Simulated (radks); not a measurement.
The numbers below are computed, except where a source is named.
The sulfur anion S2-, [Ar], held by a Watson sphere: a shell of charge +2 at radius R that stands for the Madelung well of a crystal (potential energy -2/R inside, -2/r outside, in hartree with lengths in bohr). Code: a radial shooting solver on a logarithmic mesh with Libxc functionals. Model: non-relativistic Kohn-Sham, LB94 model potential, spin-unpolarised, spherical densities, point nucleus. Response by self-consistent Sternheimer equations with the Hartree and adiabatic LDA kernel. The sphere does not respond.

\begin{tabular}{lrrrrrrr}
R (bohr) & e(2p) (eV) & e(3s) (eV) & e(3p) (eV) & <r> 3p (bohr) & sum of <r^2> (bohr^2) & X-ray form factor at sin(theta)/lambda = 0.3 1/angstrom & alpha (bohr^3) \\ \hline
2.43 & -168.02 & -21.162 & -11.745 & 2.181 & 43.48 & 9.006 & 29.59 \\
2.94 & -167.32 & -19.622 & -10.400 & 2.291 & 47.66 & 9.014 & 39.16 \\
3.24 & -166.84 & -18.838 & -9.664 & 2.346 & 49.89 & 9.025 & 45.83 \\
3.31 & -166.73 & -18.667 & -9.500 & 2.358 & 50.38 & 9.027 & 47.50 \\
3.71 & -166.07 & -17.764 & -8.615 & 2.420 & 53.06 & 9.039 & 57.83 \\
3.74 & -166.02 & -17.701 & -8.552 & 2.424 & 53.25 & 9.040 & 58.65 \\
4.53 & -164.80 & -16.249 & -7.081 & 2.519 & 57.82 & 9.050 & 83.33 \\
\end{tabular}
